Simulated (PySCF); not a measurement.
**Predicted spectroscopic data**

PySCF 2.14 calculation with σ from GIAO-PBE0/pcSseg-1 and geometry from GFN2-xTB; one conformer, no solvent, non-relativistic Hamiltonian, equivalent nuclei averaged.

Referencing at the same level of theory: 1H (σ = 31.72 ppm), 13C (σ = 186.93 ppm) against TMS. Splittings of carbon signals by F and P are missing where no couplings were computed. Where no couplings were computed, multiplicities follow the n + 1 count of equivalent neighbours, and m marks all less simple cases (inequivalent or close neighbours, rings, F or P nearby). Shifts are as computed. Against solution values, carbons near 30 ppm lie about +3 ppm off and those near 130 ppm about +5 ppm; carbons on Cl a further +6 ppm. Of 1211 compounds with measured shifts, 218 miss one by over three times the rms of a fit or turn the order of signals round; such compounds aren't used in these exercises. Carbons bonded to Cl come out too deshielded. OH and NH positions are gas-phase values without hydrogen bonding to other molecules.

Compound 1 (C8H6ClO2P). 1H NMR (500 MHz, computed): δ 8.07 (m, 2H), 7.71 (m, 2H), 3.04 (br s, 1H), 2.35 (m, 1H). 13C{1H} NMR (computed): δ 151.1, 137.6, 137.4, 134.4, 95.4, 84.9. Structure: `InChI=1S/C8H6ClO2P/c1-2-12(10,11)8-5-3-7(9)4-6-8/h1,3-6H,(H,10,11)`.

Compound 2 (C6H6FO3P). 1H NMR (500 MHz, computed): δ 7.86 (m, 1H), 7.76 (m, 1H), 7.48 (m, 1H), 7.42 (m, 1H), 3.52 (br s, 2H). 13C{1H} NMR (computed): δ 172.4 (C), 139.2 (CH), 135.7 (CH), 129.4 (CH), 128.7 (C), 121.2 (CH). Structure: SMILES OP(=O)(O)C1=CC=CC=C1F.
